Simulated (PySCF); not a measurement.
# Two-component Hartree-Fock for Ge⁴⁺ (germanium, charge +4)

Start: [Ar] 3d10. Calculated with PySCF 2.14 in x2c-SVPall-2c (5s6p3d, 38 functions): generalised Hartree-Fock with the X2C-1e Hamiltonian and a Gaussian nucleus; one run each with spin-orbit coupling (SO) switched off, then screened by Boettger's factors.

```csv
spinor shell,electrons,"ε, spin-free (eV)","ε, screened SO (eV)",weight of nominal j (screened SO),"rms radius, screened SO (bohr)"
1s1/2,2,-11224.8,-11224.7,1.000,0.0542
2s1/2,2,-1502.0,-1502.0,1.000,0.227
2p1/2,2,-1314.6,-1336.5,1.000,0.201
2p3/2,4,-1314.6,-1304.0,1.000,0.204
3s1/2,2,-250.06,-250.06,1.000,0.668
3p1/2,2,-190.65,-193.76,1.000,0.693
3p3/2,4,-190.65,-189.14,1.000,0.702
3d3/2,4,-92.453,-92.840,1.000,0.794
```

Where does 3d5/2 lie, and what is the 3d spin-orbit splitting (screened SO)?

At -92.197 eV, 0.643 eV above 3d3/2.

```csv
quantity,spin-free,screened SO
E (hartree),-2093.03488,-2093.09603
M_J,0,0
⟨J²⟩,0.000,0.000
⟨L²⟩,0.000,0.002
⟨S²⟩,0.000,0.002
```

Without spin-orbit coupling the j labels of p, d and f shells carry no meaning; the spin-free column gives the mean over the occupied spinors of each nl shell.
